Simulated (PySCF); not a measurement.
## SiCl3, doublet: computed properties

These are results of PySCF, UPBE0, basis Si def2-SVP, Cl def2-SVP (no relativity, density fitting), not measurements.

The structure is a minimum.

Z-matrix (Å, degrees; charge 0 multiplicity 2):
```
Si
Cl 1 2.0597
Cl 1 2.0597 2 109.22
Cl 1 2.0597 2 109.22 3 -119.38
```

* Point group: C3v
* Bond lengths: Si–Cl 2.060 Å (×3)
* Bond angles: Cl–Si–Cl 109.2° (×3)
* Entropy at 298.15 K and 1 bar (electronic part: spin only): 319.8 J/(mol K)
* Enthalpy at 298.15 K above 0 K: 15.98 kJ/mol
* Dipole moment: 0.75 D
* Principal polarisabilities: 34.0, 54.9, 54.9 bohr³
* Atomisation energy without zero-point energy: 1129 kJ/mol
* Lowest empty level (β): -3.50 eV
* Heat capacity Cp at 298.15 K: 70.6 J/(mol K)
* Zero-point energy: 13.4 kJ/mol
* Principal quadrupole moments (Buckingham, traceless) about the centre of mass: -1.13, -1.13, 2.26 D Å
* Rotational symmetry number: 3
* Spin squared ⟨S²⟩: 0.752
* Rotational constants: 0.08111, 0.08111, 0.04275 cm⁻¹
* Highest occupied level (α): -7.08 eV

Harmonic modes (masses in u: Si 27.977, Cl 34.969):
```csv
symmetry,ω (cm⁻¹),"IR (km/mol, summed over degenerate members)",μ (u)
e,162,3.7,34.09
a1,236,8.1,31.95
a1,480,26.8,31.70
e,601,341,30.11
```

In C3v the vibrations span 2e + 2a1.

Charges (e):
```
   atom  Mulliken  Löwdin  polar tensor  spin (Mulliken)  Mayer order to Si1
    Si1      0.62    0.07          1.53             0.72                   –
Cl2,3,4     -0.21   -0.02         -0.51             0.09                1.12
```

Mulliken populations on Si1: s 5.24, p 7.79, d 0.34.

Outer orbital energies (eV). α occupied: -12.26, -11.19, -10.28, -10.28, -9.71, -9.71, -9.33, -7.08; empty: 0.25, 0.39, 0.39, 3.54. β occupied: -12.03, -12.03, -10.77, -10.14, -10.14, -9.61, -9.61, -9.28; empty: -3.50, 0.39, 1.10, 1.10.

This need not be the most stable arrangement of these atoms.

The final relaxation and frequency run took of the order of 2.7 core-minutes on a shared host.
